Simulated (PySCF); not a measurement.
**Dipole response of Zr⁺ (zirconium, charge +1)**

[Kr] 4d2 5s1, high-spin 4F determinant. Calculation: PySCF 2.14, in dyall-av2z (22s15p11d2f, 136 functions); the non-relativistic Hamiltonian (point nucleus). Coupled (time-dependent) response in atomic units; α is the mean over directions. A double-zeta set is small for polarisabilities.

```tsv
method	mean α (bohr³)	C₆ (like pair)	S(−4)
B3LYP	60.82	511.3	2507
```

S(−4) is the Cauchy moment in α(ω) = α(0) + S(−4) ω² + …

Spin-orbit coupling is absent.

α(iu) at B3LYP:

```
u (hartree)  α(iu) (bohr³)
          0          60.82
     0.0500          55.24
      0.100          43.96
      0.200          26.30
      0.300          17.49
      0.500          10.11
      0.750          6.471
       1.00          4.645
       1.50          2.784
       2.00          1.852
       3.00         0.9775
       5.00         0.4055
```

For an ion, C₆ is the dispersion term alone; charge-induced terms of lower order in 1/R come first.

A non-relativistic calculation at this Z misses sizeable relativistic shifts.
